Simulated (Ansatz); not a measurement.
Reaction (SMILES): CNB(C)C → C[B]C + C[NH] (the B-N bond at the site shown breaks; other sites are not compared here)
Each molecule is optimised on its own at B3LYP-D3(BJ)/def2-TZVP (Ansatz, an electronic-structure program), one conformer each, not searched for the lowest.

Property: bond dissociation energy (electronic energy difference), in kcal/mol. Valence correlation only, unless marked. UHF or UKS for open shells. No spin-orbit coupling. No relativistic terms. CBS marks a two-point X^-3 extrapolation of the correlation energy; Hartree-Fock from the larger set. The bracket is a focal-point correction in the basis named.

```json
[
 {"level": "PBE-D4/def2-TZVPD", "program": "Ansatz + dftd4", "bond dissociation energy (kcal/mol)": "131.8"},
 {"level": "B97M-V/def2-TZVPD", "program": "Ansatz", "bond dissociation energy (kcal/mol)": "130.8"},
 {"level": "PBE0/def2-QZVPP", "program": "Ansatz", "bond dissociation energy (kcal/mol)": "129.9"},
 {"level": "r2SCAN0-D4/def2-TZVPD", "program": "Ansatz + dftd4", "bond dissociation energy (kcal/mol)": "127.2"},
 {"level": "SCS-MP2/cc-pVDZ", "program": "Ansatz", "bond dissociation energy (kcal/mol)": "135.0"},
 {"level": "SCS-MP2/aug-cc-pVTZ", "program": "Ansatz", "bond dissociation energy (kcal/mol)": "138.8"}
]
```

### Question
Estimate the value at RI-MP2/CBS(aug-cc-pVTZ,aug-cc-pVQZ)+[CCSD(T)-MP2]/aug-cc-pVTZ as computed with Ansatz.

### Answer
137.0 kcal/mol, so SCS-MP2/aug-cc-pVTZ differs from it by 1.8 kcal/mol.
